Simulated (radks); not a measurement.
Values are calculated unless marked as measured or tabulated.
Question: These are the eigenvalues of the occupied orbitals of an atom or ion with whole-number occupations (eV). Level of theory: scalar-relativistic Kohn-Sham, BLYP, spin-polarised, spherical densities, finite nucleus; Fermi nuclear charge, rms radius of each element as measured or else 0.836 A^(1/3) + 0.57 fm (a radial shooting solver on a logarithmic mesh with Libxc functionals).

1s up: -13333.92
1s down: -13333.73
2s up: -1746.135
2s down: -1746.018
2p up: -1541.901
2p down: -1541.750
3s up: -250.5212
3s down: -250.2770
3p up: -186.0612
3p down: -185.7927
3d up: -79.4005
3d down: -79.0595
4s up: -31.9023
4p up: -18.6769
4p down: -17.0534

Which element is it, and in what charge state? The configuration may be excited. Open shells, if any, are filled with parallel spins first.

Answer: Z = 35, bromine, charge +1: Br+ in [Ar] 3d10 4s1 4p5. The list shows which subshells hold electrons but not how many an open one holds; the 1s level, -490.01 hartree, gives Z - s = 31.3 by -(Z - s)^2/2, which with screening and relativity narrows Z to a few neighbours, and the depths of the outer levels then fix element, charge and occupations together.
